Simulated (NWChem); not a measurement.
Species: NH2SeCl; SMILES [Se](N)Cl

```xyz
5

Se     0.4165     0.4752     0.0000
Cl    -0.1788    -1.6780     0.0000
N     -1.1116     1.3840     0.0000
H     -1.6711     1.3400     0.8473
H     -1.6711     1.3400    -0.8473
```
Atoms are numbered in this order, from 1.

Structure relaxed at the PBE0/def2-SVP level.

Symmetry labels are those of Cs in the frame above (b1 and b2, or b-type labels, depend on it).

**Question.** List the 4 lowest vertical singlet excitations from B3LYP/def2-SVPD, TDA (NWChem).

**Answer.** 
```csv
state,energy (eV),oscillator strength,symmetry,leading excitation (squared amplitude)
S1,3.15,0.001,a",HOMO → LUMO (0.99)
S2,4.75,0.001,a",HOMO → LUMO+1 (0.98)
S3,5.17,0.015,a',HOMO−1 → LUMO (0.64)
S4,5.71,0.001,a",HOMO−3 → LUMO (0.97)
```
